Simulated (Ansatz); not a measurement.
`[SiH3]O[SiH](Br)O[SiH3]` and `[SiH3]O[SiH2]O[SiH3]` differ in one atom or group.

Ansatz, PBE0-D4/def2-TZVP geometries, multiplicity 1. Each molecule was computed in one conformer, which needn't be the lowest.

Scalar relativity is left out up to krypton.

```json
{"property": "HOMO energy (B3LYP/def2-TZVPP) / eV", "`[SiH3]O[SiH](Br)O[SiH3]`": "-8.36"}
{"property": "LUMO energy (B3LYP/def2-TZVPP) / eV", "`[SiH3]O[SiH](Br)O[SiH3]`": "-0.38"}
{"property": "HOMO–LUMO gap (PBE/def2-TZVPP) / eV", "`[SiH3]O[SiH](Br)O[SiH3]`": "6.25"}
{"property": "LUMO energy (PBE/def2-TZVPP) / eV", "`[SiH3]O[SiH](Br)O[SiH3]`": "-1.04"}
{"property": "HOMO–LUMO gap (PBE0/def2-TZVPP) / eV", "`[SiH3]O[SiH](Br)O[SiH3]`": "8.46"}
{"property": "size of the dipole moment (B3LYP/def2-TZVPP) / D", "`[SiH3]O[SiH](Br)O[SiH3]`": "0.95"}
```

Task: Give the same properties after the change, and the shifts. (Estimate.)

Result: Ansatz gave: 
```csv
property,`[SiH3]O[SiH2]O[SiH3]`,shift
HOMO energy (B3LYP/def2-TZVPP) / eV,-8.44,-0.08
LUMO energy (B3LYP/def2-TZVPP) / eV,-0.29,0.09
HOMO–LUMO gap (PBE/def2-TZVPP) / eV,6.29,0.04
LUMO energy (PBE/def2-TZVPP) / eV,-0.94,0.10
HOMO–LUMO gap (PBE0/def2-TZVPP) / eV,8.55,0.09
size of the dipole moment (B3LYP/def2-TZVPP) / D,0.24,-0.71
```

Dipoles are sizes alone; their direction can turn.

B3LYP here is the variant with VWN-RPA as its local correlation; programs differ in this.

Spin–orbit coupling is left out; it splits and shifts lone-pair levels of the heavy atoms by tenths of an eV.
